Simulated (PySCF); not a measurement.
A homologous series of growing length: n-germane methyl/methyl. Isolated molecules, 0 K electronic values unless said otherwise. One relaxed conformer stands for each flexible species; it need not be the lowest. Strings in code marks are SMILES. All members: neutral, multiplicity 1. Level: PBE0-D4/def2-TZVP // PBE0-D3(BJ)/def2-SVP (PySCF). 

```csv
species,n (atoms other than H),1/n,HOMO–LUMO gap (eV)
`[CH3][GeH2][GeH2][GeH2][GeH2][GeH2][GeH2][CH3]`,8,0.1250,6.23
`[CH3][GeH2][GeH2][GeH2][GeH2][GeH2][CH3]`,7,0.1429,6.55
`[CH3][GeH2][GeH2][GeH2][GeH2][CH3]`,6,0.1667,withheld
"`[CH3][GeH2][GeH2][GeH2][CH3]` (C–Ge–Ge–Ge torsion 180°, Ge–Ge–Ge–C torsion 180°)",5,0.2000,7.62
`[CH3][GeH2][GeH2][CH3]` (C–Ge–Ge–C torsion 179°),4,0.2500,7.87
`[CH3][GeH2][CH3]`,3,0.3333,9.62
```

**Question.** Fit HOMO–LUMO gap = a + b·x to the 5 complete rows by least squares, with x = 1/n. Give a, b and the rms residual, and predict the withheld value.

**Answer.** Means of the 5 rows: x̄ = 0.21024, ȳ = 7.578 eV. Σ(x − x̄)² = 0.02863 and Σ(x − x̄)(y − ȳ) = 0.4466, so b = 15.599 and a = ȳ − b·x̄ = 4.298 eV. The rms residual is 0.181 eV. At x = 0.1667 the line gives 6.90 eV. The run for `[CH3][GeH2][GeH2][GeH2][GeH2][CH3]` gave 7.00 eV, so the line is off by 0.10 eV, within twice the rms residual.

Codes: PySCF.
